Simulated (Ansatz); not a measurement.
Cost and result for the atomization energy of AlBrHS (`[SH][Al][Br]`) radical (4 atoms, 3 bonds).

Total charge 0; spin multiplicity 2. Correlated methods include outer-core shells of Br, which these sets cover unevenly. Scalar relativity is left out up to krypton. The structure was optimised at the PBE0-D4/def2-TZVP level. It is one conformer, not always the lowest. Program: Ansatz. All runs use 2 threads of a server CPU on a shared host. Times are those of one run each, without the atoms' runs, and a repeat can differ threefold. Electronic energies, without spin–orbit coupling; frozen cores. CCSD(T)/CBS adds CCSD(T) − MP2 in def2-TZVPP to the MP2 limit, and its time is that of the two runs behind it. T1 = 0.012; ⟨S²⟩ of the reference is 0.76. With those shells the extrapolation isn't a true limit. B3LYP takes the VWN-RPA correlation (the form of Gaussian; ORCA's B3LYP/G).

CCSD(T)/CBS is a level of theory with its own doubt, some kJ/mol a heavy atom from the limit and from the frozen cores, so smaller differences don't rank the functionals.

| level | functions | wall time |
| --- | --- | --- |
| BLYP-D4/def2-TZVPP | 146 | 3.5 s |
| PBE-D4/def2-TZVPP (with forces) | 146 | 5 s |
| BHLYP-D4/def2-TZVPP | 146 | 5.5 s |
| CAM-B3LYP-D4/def2-TZVPP | 146 | 6.5 s |
| B3LYP-D4/def2-TZVPP (with forces) | 146 | 7 s |
| CCSD(T)/def2-SVP | 73 | 7 s |
| r2SCAN-D4/def2-TZVPP (with forces) | 146 | 7.5 s |
| PBE-QIDH/def2-TZVPP | 146 | 9.5 s |
| B97M-V/def2-TZVPP | 146 | 14 s |
| ωB97M-V/def2-TZVPP (with forces) | 146 | 16 s |
| MP2/def2-QZVPP | 259 | 23 s |
| CCSD(T)/def2-TZVPP | 146 | 79 s |
| CCSD(T)/CBS(def2) | – | 100 s |

What atomization energy does each give, and how far from CCSD(T)/CBS? (An estimate is asked.)

Ansatz gave: 
```csv
level,atomization (kcal/mol),difference from CCSD(T)/CBS,per bond
BLYP-D4/def2-TZVPP,241.1,-6.8,-2.2
PBE-D4/def2-TZVPP (with forces),251.1,3.2,1.1
BHLYP-D4/def2-TZVPP,237.1,-10.8,-3.6
CAM-B3LYP-D4/def2-TZVPP,241.4,-6.5,-2.1
B3LYP-D4/def2-TZVPP (with forces),242.4,-5.5,-1.8
CCSD(T)/def2-SVP,223.8,-24.1,-8.0
r2SCAN-D4/def2-TZVPP (with forces),253.9,6.0,2.0
PBE-QIDH/def2-TZVPP,246.8,-1.1,-0.4
B97M-V/def2-TZVPP,250.9,3.0,1.0
ωB97M-V/def2-TZVPP (with forces),245.5,-2.4,-0.8
MP2/def2-QZVPP,252.2,4.3,1.4
CCSD(T)/def2-TZVPP,237.4,-10.5,-3.5
CCSD(T)/CBS(def2),247.9,0.0,0.0
```

In def2-TZVPP, CCSD(T) changes the Hartree–Fock value by +56.1 kcal/mol (the triples alone add +5.6 kcal/mol) and MP2 by +64.9 kcal/mol; breaking electron pairs costs correlation energy, which Hartree–Fock lacks. From r2SCAN to r2SCAN0 (25 % exact exchange), in def2-TZVPP and without D4, the atomization energy moves by −5.3 kcal/mol: exact exchange takes away binding that semilocal exchange gives to molecules. At CCSD(T), def2-SVP lies −24.1 kcal/mol from the extrapolated value and def2-TZVPP −10.5 kcal/mol: correlation converges slowly with the basis, and small sets miss more of it in the bonded molecule than in its fragments.
